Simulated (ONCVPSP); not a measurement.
Before and after: ONCV potential for iodine (I)

ONCVPSP 4.0.1 input, shortened (lines: element, Z, core and valence counts, functional; n l f; lmax; l rc ep ncon nbas qcut; lloc lpopt rc5 dvloc0; l nproj debl; icmod fcfact rcfact), LDA (Perdew-Zunger), fully relativistic:

```
  I 53.00    9    2        3      upf
    1    0    2.00
    2    0    2.00
    2    1    6.00
    3    0    2.00
    3    1    6.00
    3    2   10.00
    4    0    2.00
    4    1    6.00
    4    2   10.00
    5    0    1.00
    5    1    6.00
    2
    0    1.45    0.00    5    9    3.70
    1    2.00    0.00    3    7    3.50
    2    2.20    0.27    4    8    5.20
    4    5    1.35    1.00
    0    2    2.90
    1    2    2.40
    2    1    0.40
    1    0.55    0.00
```

Open shells are filled in proportion to 2j + 1.

Change: core correction Teter function, fcfact 4.5, rcfact 1.35.

Cutoffs: the cutoffs (Ha) at which the residual kinetic energy of the hardest occupied pseudo-wave falls to 1 and 0.1 mHa per electron; they do not see the model core or the augmentation charge, which bear on the density cutoff. Errors are all-electron minus pseudo energies relative to the spin-unpolarised reference configuration.

Question: Predict the effect on cutoff, ghosts and configuration errors.

Answer: The potential gets neither clearly harder nor softer (104 Ha and 116 Ha → 104 Ha and 116 Ha); both files keep a bound ghost (s); of the 4 tests that both files solve, the error grows in 1 and shrinks in 2 by more than 15 % and 0.3 meV (median size 2.1 → 1.2 meV). A model core, the more so a compact one, raises the density cutoff, which this test does not measure.

| quantity | base | changed |
| --- | --- | --- |
| cutoff, loose | 104 Ha | 104 Ha |
| cutoff, tight | 116 Ha | 116 Ha |
| bound ghosts | s | s |
| GHOST(+) flags under 300 eV | p3/2 at 98.2 eV | p3/2 at 98.2 eV |
| error for 5s2 5p5, meV [ΔE -10.46 eV] | -3.7 | -1.3 |
| error for 5s2 5p4, meV [ΔE 0.87 eV] | +1.0 | +1.1 |
| error for 5s2 5p3, meV [ΔE 20.96 eV] | -3.0 | -10.0 |
| error for 5s2 5p4.5, meV [ΔE -5.84 eV] | -1.1 | +0.6 |
| s: phases at 1.47 bohr within 0.05 rad from the reference energy up to (Ha; the scan ends near 5) | to the end of the scan | to the end of the scan |
| p3/2: phases at 2.03 bohr within 0.05 rad from the reference energy up to (Ha; the scan ends near 5) | 3.3 | 3.3 |
| p1/2: phases at 2.03 bohr within 0.05 rad from the reference energy up to (Ha; the scan ends near 5) | 3.4 | 3.4 |
| d5/2: phases at 2.24 bohr within 0.05 rad from the reference energy up to (Ha; the scan ends near 5) | 0.8 | 0.8 |
| d3/2: phases at 2.24 bohr within 0.05 rad from the reference energy up to (Ha; the scan ends near 5) | 0.8 | 0.8 |
| rms error of d²Exc/dni dnj with the model core, mHa | 1.97 | 5.32 |

 A true bound ghost makes a file unfit for plane-wave use even where its test errors are small: the radial tests pick states by their node count and pass the ghost by.
